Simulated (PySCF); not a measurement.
## Dipole response of Sc (scandium, neutral)

[Ar] 3d1 4s2, 2D determinant. Computed with PySCF 2.14 in aug-cc-pwCVTZ, with the non-relativistic Hamiltonian (point nucleus). Coupled (time-dependent) response in atomic units; α is the mean over directions.

| method | mean α (bohr³) | α xx, yy, zz | C₆ (like pair) | S(−4) |
| --- | --- | --- | --- | --- |
| PBE0 | 130.9 | 126.7, 126.7, 139.3 | 1659 | 9129 |

S(−4) is the Cauchy moment in α(ω) = α(0) + S(−4) ω² + …

Reference α: 97 ± 10 bohr³ (recommended; Schwerdtfeger and Nagle, table of static dipole polarizabilities (2023 update)). Published C₆: 1383 (Chu and Dalgarno (2004); Tang, Norbeck and Certain (1976)).

α(iu) at PBE0:

| u (hartree) | α(iu) (bohr³) |
| --- | --- |
| 0 | 130.9 |
| 0.0500 | 112.0 |
| 0.100 | 79.75 |
| 0.200 | 38.99 |
| 0.300 | 22.38 |
| 0.500 | 10.73 |
| 0.750 | 6.102 |
| 1.00 | 4.137 |
| 1.50 | 2.377 |
| 2.00 | 1.569 |
| 3.00 | 0.8376 |
| 5.00 | 0.3600 |

A single London oscillator, α(iu) = α/(1 + u²/ω²), gives C₆ = (3/4) ω α². Matching the computed C₆ needs ω = 4 × 1659 / (3 × 130.9²) = 0.129 hartree.

The components differ because the open shell of this determinant is not spherical; for a pure term their mean is the scalar polarisability.

⟨S²⟩ = 0.87 against 0.75 shows spin contamination.
